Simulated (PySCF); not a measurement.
H2O, SMILES [OH2+], charge +1, multiplicity 2. Atoms are numbered in the order given.

```xyz
3

O      0.0000     0.0000    -0.1159
H      0.0000     0.8204     0.4634
H      0.0000    -0.8204     0.4634
```
Charge +1, spin multiplicity 2.

Geometry optimised at PBE0-D3(BJ)/def2-TZVPD.

Level of theory: M06-2X/def2-TZVPD (PySCF).

Mulliken values depend strongly on the basis, most of all with diffuse functions as here. Atomic charges (e):

```tsv
atom	meta-Löwdin	Mulliken	Mulliken spin
O1	?	-0.06	1.05
H2	?	0.53	-0.03
H3	?	0.53	-0.03
```

Problem. Complete the blanks. (An estimate is asked for; the answer gives what the named calculation found.)

Solution. 
- O1, meta-Löwdin: 0.05
- H2, meta-Löwdin: 0.47
- H3, meta-Löwdin: 0.47
